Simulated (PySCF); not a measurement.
HO (SMILES [OH-]), charge -1, singlet, at a GFN2-xTB geometry (in this run its highest filled SCF level lies above zero, so its values depend strongly on the basis, on diffuse functions most of all); DF-PBE0/STO-3G (PySCF).

Input for PySCF:
```python
from pyscf import gto, scf, dft

mol = gto.Mole()
mol.atom = '''
    O    -0.00000000   -0.00000000   -0.10875384
    H     0.00000000    0.00000000    0.87003075
'''
mol.basis = 'sto-3g'
mol.charge = -1
mol.verbose = 4
mol.build()

mf = dft.RKS(mol)
mf.xc = 'pbe0'
mf = mf.density_fit(auxbasis='def2-universal-jkfit')
mf.kernel()
```

Predict the main parts of the log of this PySCF run.


```
PySCF version 2.14.0

[INPUT] verbose = 4
[INPUT] num. atoms = 2
[INPUT] num. electrons = 10
[INPUT] charge = -1
[INPUT] spin (= nelec alpha-beta = 2S) = 0
[INPUT] symmetry False subgroup None
[INPUT] Mole.unit = angstrom
[INPUT] Symbol           X                Y                Z      unit          X                Y                Z       unit  Magmom
[INPUT]  1 O      0.000000000000   0.000000000000  -0.108753840000 AA    0.000000000000   0.000000000000  -0.205514972595 Bohr   0.0
[INPUT]  2 H      0.000000000000   0.000000000000   0.870030750000 AA    0.000000000000   0.000000000000   1.644119837450 Bohr   0.0

nuclear repulsion = 4.32517811437959
number of shells = 4
number of NR pGTOs = 18
number of NR cGTOs = 6
basis = sto-3g
ecp = {}

******** <class 'pyscf.df.df_jk.DFRKS'> ********
method = DFRKS
initial guess = minao
damping factor = 0
level_shift factor = 0
DIIS = <class 'pyscf.scf.diis.CDIIS'>
diis_start_cycle = 1
diis_space = 8
diis_damp = 0
SCF conv_tol = 1e-09
SCF conv_tol_grad = None
SCF max_cycles = 50
direct_scf = False
XC library pyscf.dft.libxc version 7.1.2
    S. Lehtola, C. Steigemann, M. J. T. Oliveira, and M. A. L. Marques,  SoftwareX 7, 1–5 (2018)
XC functionals = pbe0
    C. Adamo and V. Barone,  J. Chem. Phys. 110, 6158 (1999)
    M. Ernzerhof and G. E. Scuseria,  J. Chem. Phys. 110, 5029 (1999)
radial grids:
    Treutler-Ahlrichs [JCP 102, 346 (1995); DOI:10.1063/1.469408] (M4) radial grids

becke partition: Becke, JCP 88, 2547 (1988); DOI:10.1063/1.454033
pruning grids: <function nwchem_prune>
grids dens level: 3
symmetrized grids: False
atomic radii adjust function: <function treutler_atomic_radii_adjust>
small_rho_cutoff = 0
Set gradient conv threshold to 3.16228e-05
Initial guess from minao.
tot grids = 23896
******** <class 'pyscf.df.df.DF'> ********
auxbasis = def2-universal-jkfit
init E= -74.4704904518429
  HOMO = -0.294906196249116  LUMO = 0.316116875416493  gap/eV = 16.62678
cycle= 1 E= -74.1927048944736  delta_E= 0.278  |g|= 0.568  |ddm|= 1.49
  HOMO = 0.660374623631689  LUMO = 1.04528343994991  gap/eV = 10.47390
cycle= 2 E= -74.3050510129474  delta_E= -0.112  |g|= 0.242  |ddm|= 1.44
  HOMO = 0.494957469238364  LUMO = 0.986032800197383  gap/eV = 13.36284
cycle= 3 E= -74.3314235741471  delta_E= -0.0264  |g|= 0.00609  |ddm|= 0.515
  HOMO = 0.49353347450678  LUMO = 0.983952463123895  gap/eV = 13.34498
cycle= 4 E= -74.3314380081602  delta_E= -1.44e-05  |g|= 5.56e-05  |ddm|= 0.0136
  HOMO = 0.493487404234226  LUMO = 0.984023845069335  gap/eV = 13.34818
cycle= 5 E= -74.331438009277  delta_E= -1.12e-09  |g|= 1.21e-06  |ddm|= 7.79e-05
  HOMO = 0.493488660574624  LUMO = 0.984023608989782  gap/eV = 13.34814
cycle= 6 E= -74.3314380092776  delta_E= -6.39e-13  |g|= 5.73e-09  |ddm|= 2.51e-06
  HOMO = 0.493488665707143  LUMO = 0.984023611214473  gap/eV = 13.34814
Extra cycle  E= -74.3314380092776  delta_E= 1.42e-14  |g|= 2.67e-09  |ddm|= 1.71e-08
converged SCF energy = -74.3314380092776
```
